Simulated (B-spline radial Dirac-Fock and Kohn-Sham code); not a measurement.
ΔSCF core binding energies without Breit or QED terms, calculated with a radial atomic solver.

A sound run for Zn³⁺, [Ar] 3d9: The ground state converged in 10 iterations, with total energy -1792.34246 Ha, virial ratio 1.98121 and highest orbital energy -62.62 eV. ΔSCF binding energies: K (1s) 9731.9 eV, L3 (2p3/2) 1076.9 eV. Holes are computed only in closed shells, and unreliable hole states are left out.

A second run, with one unsound setting: The ground state converged in 20 iterations, with total energy -2542.87057 Ha, virial ratio 1.13426 and highest orbital energy -50.59 eV. ΔSCF binding energies: K (1s) 1414.9 eV, L3 (2p3/2) 1000.1 eV. Holes are computed only in closed shells, and unreliable hole states are left out.

```
iter   energy (Ha)        error
   1    -1459.91442174  7.24e+00
   2    -2490.37064678  3.36e+00
   3    -2540.08431392  1.96e+00
   4    -2542.36198059  8.24e-01
   5    -2543.00660586  1.52e-01
   6    -2543.01790857  4.44e-02
   7    -2543.04502523  5.01e-02
   8    -2543.06409512  4.96e-02
   9    -2543.06253882  4.94e-02
  17    -2542.87057014  3.15e-04
  20    -2542.87057024  9.05e-08
```

Q: Which fault fits the second run best?
A. speed of light below Z
B. too few iterations
C. tolerance below the noise
D. mesh too coarse

A: A. The input had c_factor = 0.0686: c_factor makes c so small that Zα exceeds 1, so any numbers that come out have no meaning.
